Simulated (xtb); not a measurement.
GaO, doublet, from a rough starting geometry (GFN-xTB shapes and energies of metal compounds can be far from the true ones).

Input for xtb:
```
$ xtb mol.xyz --gfn 2 --uhf 1 --opt vtight --json

# file mol.xyz
2

Ga     0.07492877    -0.03239802    -0.82790733
O     -0.02563672     0.09825061     0.82746898
```

**Question.** Give the dipole moment at the level GFN2-xTB run with xtb.

**Answer.** 5.21 D

**Question.** What total energy at the end of the optimisation does GFN2-xTB give?

**Answer.** -5.2404 Eh
